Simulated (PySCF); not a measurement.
Compound: In(CF3)3, C3F9In.
Structure used (PBE0-D3(BJ)/def2-SVP), in Å, numbered top down from 1:
```
atom  x, y, z in Å
In1    0.0048    0.0026    0.0075
C2     2.2229   -0.0691   -0.0389
F3     2.7643    0.7868    0.8366
F4     2.6755    0.2674   -1.2560
F5     2.7074   -1.2835    0.2426
C6    -1.0614    1.9500   -0.0402
F7    -1.7081    2.1040   -1.2047
F8    -0.2431    2.9984    0.1003
F9    -1.9771    2.0277    0.9346
C10   -1.1532   -1.8894    0.0893
F11   -1.0293   -2.4595    1.2978
F12   -0.7128   -2.7746   -0.8140
F13   -2.4593   -1.7129   -0.1327
```

Method: PBE0-D3(BJ)/def2-SVP geometry optimisation, gas phase, def2 core potentials past Kr (PySCF 2.14.0).

Which atoms are bound to In1, and at what distances?

3 atoms: C2 2.220 Å, C10 2.220 Å, C6 2.221 Å. The nearest atom not counted as bound is F11, at 2.97 Å (others tie with it).

List the angles at In1.

```json
{"angle": "C2–In1–C6", "degrees": "120.5", "distance of the outer atoms (Å)": "3.86"}
{"angle": "C6–In1–C10", "degrees": "119.9", "distance of the outer atoms (Å)": "3.84"}
{"angle": "C2–In1–C10", "degrees": "119.6", "distance of the outer atoms (Å)": "3.84"}
```

What is the shape at In1?

Planar: angles 120.5°, 119.9° and 119.6°, sum 360.0°, 0.00 Å off the plane of its three neighbours.

What are the other bond lengths?

C2–F3 and 8 like bonds 1.339 Å.

Give some angles away from the centre.

In1–C2–F3 111.7°, In1–C2–F4 110.4°, In1–C2–F5 112.8°, F3–C2–F4 107.3°.

What are the rotational constants (commonest isotopes, rigid rotor)?

A = 553.4, B = 548.8, C = 322.2 MHz: a near-oblate asymmetric top.

Point group: C1 (no symmetry element, even within 0.4 Å). Charge 0, singlet. No frequency check.

Hardware: one thread, Intel Xeon at 2.50 GHz (x86_64) (shared host). Cost: 10 min, 0.97 GiB resident at most. That covers the optimisation of the geometry.
